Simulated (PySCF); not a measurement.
## Electron correlation in Xe⁺ (xenon, charge +1)

[Kr] 4d10 5s2 5p5, 2P determinant. Calculation: PySCF 2.14, in aug-cc-pVTZ-PP with one added diffuse shell each of d, f type with ECP28MDF (6s5p5d3f, 67 functions); a scalar-relativistic core potential. Frozen: 4s2 4p6 4d10; 7 electrons correlated.

| level | correlation energy (mhartree) |
| --- | --- |
| CCSD | -137.61 |
| (T) | -3.93 |
| CCSD(T) | -141.54 |

Diagnostics: T1 = 0.0062, D1 = 0.0198, largest double amplitude 0.031.

Cost of the coupled-cluster step: of the order of 6 core-seconds, for 7 correlated electrons.
